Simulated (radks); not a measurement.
Values are calculated unless marked as measured or tabulated.
Task: Os VIII, configuration [Xe] 4f14 5d1. Code: a radial shooting solver on a logarithmic mesh with Libxc functionals. Model: Dirac Kohn-Sham, PBE, spin-unpolarised, spherical densities, point nucleus; open shells are shared between the two j in proportion to 2j + 1. Some entries of the table are withheld. Estimate them.

orbital,occ.,eigenvalue (eV),r(max) (bohr)
1s1/2,2,-73869.95,0.01102
2s1/2,2,-12938.15,(1)
2p1/2,2,-12389.60,0.04710
2p3/2,4,-10858.16,0.05415
3s1/2,2,-3086.510,0.1790
3p1/2,2,-2841.607,0.1674
3p3/2,4,-2507.571,0.1818
3d3/2,4,-2098.288,0.1421
3d5/2,6,-2025.932,0.1460
4s1/2,2,-729.1051,0.4052
4p1/2,2,-626.3770,0.4043
4p3/2,4,-547.9010,0.4344
4d3/2,4,-379.5569,0.4294
4d5/2,6,-365.0133,0.4388
5s1/2,2,-187.0882,0.9076
5p1/2,2,-154.2598,0.9612
4f5/2,6,(2),0.4028
4f7/2,8,(3),0.4076
5p3/2,4,-140.6549,1.035
5d3/2,0.4,(4),1.211
5d5/2,0.6,(5),1.236

Result: 
(1) 2s1/2 r(max) (bohr): 0.06358
(2) 4f5/2 eigenvalue (eV): -151.6992
(3) 4f7/2 eigenvalue (eV): -148.8636
(4) 5d3/2 eigenvalue (eV): -93.8329
(5) 5d5/2 eigenvalue (eV): -92.0060
